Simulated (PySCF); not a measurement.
F4S, SMILES FS(F)(F)F (connectivity only; charge and spin as stated), charge +1, multiplicity 2. Atoms are numbered in the order given.

```xyz
5

F      0.0000     1.5651    -0.4935
S      0.0000     0.0000    -0.2402
F     -1.1945     0.0000     0.7070
F      0.0000    -1.5651    -0.4935
F      1.1945     0.0000     0.7070
```
Charge +1, spin multiplicity 2.

Geometry: PBE0-D3(BJ)/def2-SVP. The spin state was assumed, not searched.

All values below come from r2SCAN/def2-TZVP in PySCF.

ESP charges are fitted to the potential on shells at 1.4 to 2.0 van der Waals radii. Atomic charges (e):

```json
[
 {"atom": "F1", "meta-Löwdin": "-0.26", "Mulliken": "-0.03", "ESP fit": "___", "Mulliken spin": "0.23"},
 {"atom": "S2", "meta-Löwdin": "2.04", "Mulliken": "1.07", "ESP fit": "___", "Mulliken spin": "0.48"},
 {"atom": "F3", "meta-Löwdin": "-0.27", "Mulliken": "-0.01", "ESP fit": "___", "Mulliken spin": "0.02"},
 {"atom": "F4", "meta-Löwdin": "-0.26", "Mulliken": "-0.03", "ESP fit": "___", "Mulliken spin": "0.23"},
 {"atom": "F5", "meta-Löwdin": "-0.27", "Mulliken": "-0.01", "ESP fit": "___", "Mulliken spin": "0.02"}
]
```

Task: Some entries are withheld; supply them. (The exact figures need the calculation; the answer reports its results.)

Result: 
- F1, ESP fit: 0.01
- S2, ESP fit: 0.87
- F3, ESP fit: 0.05
- F4, ESP fit: 0.01
- F5, ESP fit: 0.05

Task: Give the Mayer and Wiberg (Löwdin basis) orders of the bonds. (Estimate from the structure and the level; the computed values follow.)

Result: 
| bond | Mayer | Wiberg |
|---|---|---|
| F1–S2 | 1.18 | 1.69 |
| S2–F3 | 1.27 | 1.75 |
| S2–F4 | 1.18 | 1.69 |
| S2–F5 | 1.27 | 1.75 |
